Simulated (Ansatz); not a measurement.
hydrogen atom (H), doublet; B3LYP/aug-cc-pVDZ run with Ansatz (an electronic-structure program).

Ansatz was given this input:
Ansatz 0.2 input:
```yaml
crystal:
  periodic: [false, false, false]
  atoms:
    - {symbol: H, position_ang: [0.00000000, 0.00000000, 0.00000000]}
basis:
  gaussian:
    orbitals: aug-cc-pVDZ
    final_grid: {core_spheres: 14, valence_spheres: 28, degree: 59}
hamiltonian:
  xc: b3lyp
magnetization: {spin_polarized: true, initial_magnetization: 1}
```

Predict the main parts of the log of this Ansatz run.


```
Functional definition: B3LYP
48 factors; their error is unknown
mean field evaluation 1: about -13.6522 eV, gradient 6.9e-2 eV
mean field evaluation 2: about -13.6505 eV, gradient 6.7e-2 eV
mean field evaluation 4: about -13.6506 eV, gradient 1.4e-4 eV
mean field evaluation 8: about -13.6506 eV, gradient 7.6e-8 eV
mean field -13.65058273 eV, -0.5016496625 hartree, gradient 5.8e-6 eV, S^2 0.750000; 0 other end points of the search recorded, 0 dependent functions left out
reference -13.65079034 eV, -0.5016572923 hartree; 1, 0 occupied and 8, 9 virtual orbitals, 48 factors
Total energy: -13.65079034 eV, -0.5016572923 hartree
```
